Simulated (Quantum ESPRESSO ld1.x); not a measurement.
The numbers below are computed, except where a source is named.
Task: Species: Kr. Configuration: [Kr]. Code: ld1.x of Quantum ESPRESSO 7.5. Model: scalar-relativistic Kohn-Sham, LDA (Slater exchange, VWN5 correlation), spin-polarised, spherical densities, point nucleus. Some entries of the table are withheld. Estimate them.

| orbital | occ. | eigenvalue (eV) | <r> (bohr) | <1/r> (bohr^-1) |
|---|---|---|---|---|
| 1s | 2 | -14135.7 | 0.04154 | 36.72 |
| 2s | 2 | -1861.85 | (1) | 8.152 |
| 2p | 6 | -1647.75 | 0.1602 | 7.979 |
| 3s | 2 | (2) | (3) | 2.696 |
| 3p | 6 | -194.911 | 0.5414 | (4) |
| 3d | 10 | -81.7096 | (5) | 2.271 |
| 4s | 2 | -23.2274 | 1.568 | 0.8544 |
| 4p | 6 | -9.3925 | 1.944 | 0.6859 |
| 5s | 0 | -0.4133 | 6.788 | (6) |

Result: 
(1) 2s <r> (bohr): 0.1838
(2) 3s eigenvalue (eV): -263.067
(3) 3s <r> (bohr): 0.5315
(4) 3p <1/r> (bohr^-1): 2.546
(5) 3d <r> (bohr): 0.5563
(6) 5s <1/r> (bohr^-1): 0.1939
